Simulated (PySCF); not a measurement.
Species: C6H10FP.
Atom-mapped SMILES: `[CH3:1]/[CH:2]=[CH:3]/[P:4]1[CH2:5][CH:6]([F:7])[CH2:8]1`

NICS = −σ at a ghost point: NICS(0) at the centroid of the ring atoms, NICS(1) 1 Å to either side along the normal of their mean plane, zz for the tensor component along that normal. Level: GIAO PBE0/pcSseg-1 (PySCF, non-relativistic, gas phase) on the GFN2-xTB geometry, one conformer.

Ring bond lengths (Å), with Mayer bond orders in brackets: P4–C5 1.883 (0.95), C5–C6 1.525 (0.99), C6–C8 1.525 (0.99), C8–P4 1.884 (0.96).

Problem. What do the NICS probes read (ppm)?

Solution. 
```
       ring                                             type  NICS(0)  NICS(1), two faces  NICS(1)zz, two faces  rms pucker (Å)  centre to ring atoms, mean (Å)
P4–C5–C6–C8  4-membered ring with P; formal bonds all single     -3.4         -1.8 / -3.6            3.1 / -0.2            0.14                            1.19
```

Problem. What do they say, and how far can they be read as aromaticity?

Solution. 
- P4–C5–C6–C8: mean NICS(1)zz 1.5 ppm, near zero. C5, C6, C8 have four or more neighbours, so the value isn't read as a sign of a π ring current. The two faces differ by 3.3 ppm, so no symmetry operation interchanges them.

Problem. Give the inner angles of the rings and the Hirshfeld charges of the ring atoms.

Solution. 
- P4–C5–C6–C8: P4 75.0° (+0.151 e), C5 90.5° (-0.126 e), C6 97.4° (+0.057 e), C8 90.4° (-0.124 e); sum 353.2° against 360° for a flat convex ring.

Conformer computed: `[CH3:1]/[CH:2]=[CH:3]/[P:4]1[CH2:5][CH:6]([F:7])[CH2:8]1`: C2–C3–P4–C5 133°.
